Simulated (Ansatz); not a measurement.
Atom: tellurium atom, Te, net charge 0, triplet state.

Computed values are from Ansatz (a program for electronic structure). Cores are frozen in the correlated levels unless marked. UHF or UKS for open shells. Spin-orbit coupling is left out. The frozen core is the preceding noble-gas configuration, with the filled d and f shells of earlier blocks. In def2 rows, elements after Kr have scalar-relativistic effective core potentials. Basis-set limits of correlation are two-point, X^-3; Hartree-Fock from the larger set.

```json
{
 "ionisation energy (to the quartet)": "8.72 eV at CCSD(T)/CBS(def2-TZVPPD,def2-QZVPPD)",
 "electron affinity (to the doublet; negative means unbound)": "2.07 eV at CCSD(T)/CBS(def2-TZVPPD,def2-QZVPPD)",
 "total_energy": "-267.1305 Eh at CCSD(T)/CBS(def2-TZVPPD,def2-QZVPPD)",
 "T1 diagnostic": "0.009 at CCSD/def2-QZVPPD"
}
```
